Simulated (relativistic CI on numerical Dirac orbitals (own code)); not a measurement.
Slater and spin-orbit integrals, Au⁺

Method of calculation: Dirac-Coulomb-Breit CI, KLI orbitals optimised for each configuration, QED by a radiative potential, valence Slater integrals scaled by 0.85, P86 correlation energy added to each configuration (own radial code, finite nucleus).

Slater integrals F^k, G^k are unscaled and averaged over j, outside the closed core [Xe] 4f14; ζ comes from projecting the Hamiltonian with its Breit term on Σ l·s of the shell.

- 5d⁹6s: ζ(5d) = 4743.5, G^2(5d,6s) = 21943 cm⁻¹; <r>(5d) = 1.529, <r^2>(5d) = 2.764, <r>(6s) = 2.574, <r^2>(6s) = 7.517 (bohr units).
- 5d⁸6s²: F^2(5d,5d) = 68786, F^4(5d,5d) = 45457, ζ(5d) = 5034.7 cm⁻¹; <r>(5d) = 1.494, <r^2>(5d) = 2.623 (bohr units).
- 5d⁹6p: ζ(5d) = 4889.1, F^2(5d,6p) = 20957, G^1(5d,6p) = 9925.2, G^3(5d,6p) = 7671, ζ(6p) = 4935.6 cm⁻¹; <r>(5d) = 1.513, <r^2>(5d) = 2.697, <r>(6p) = 3.542, <r^2>(6p) = 14.39 (bohr units).

**Question.** Give the Racah parameters of the d shell in 5d⁸6s².

**Answer.** B = F²/49 − 5F⁴/441 = 888 cm⁻¹ and C = 35F⁴/441 = 3608 cm⁻¹; values fitted to spectra at such low charge are typically 15 to 30 % smaller.

In this model ζ of a weakly bound d, f or g electron outside closed shells comes out too small, for d by up to a factor of two or three and at times with the wrong sign; that of an outer p electron is too small as well.

Correlation outside the listed configurations is missing or only estimated: errors of thousands of cm⁻¹ between configurations and terms are usual at this charge. Rates and lifetimes follow the computed energies and can be off by large factors. The fine structure of a lone outer electron comes out too small, for d and f at times inverted, and misplaced configurations move strength between like terms. 24 of the 31 excited levels that our extract of the measured tables holds in this range could be paired (the sources list more); they are missed by 2357 cm⁻¹ on average and 7236 at most, and levels without a partner can miss by more.

Averages of the first 10 configurations, taken without configuration mixing, which lowers the lowest level and can move excited configurations by several eV; other configurations of the list can lie among them:

```csv
Configuration,Parity,States,Average energy above the lowest level (eV)
5d¹⁰,even,1,0.3
5d⁹6s,even,20,3.2
5d⁸6s²,even,45,8.1
5d⁹6p,odd,60,9.7
5d⁹7s,even,20,13.8
5d⁹6d,even,100,14.8
5d⁹7p,odd,60,15.5
5d⁸6s6p,odd,540,14.3
5d⁹5f,odd,140,16.9
5d⁹7d,even,100,17.3
```
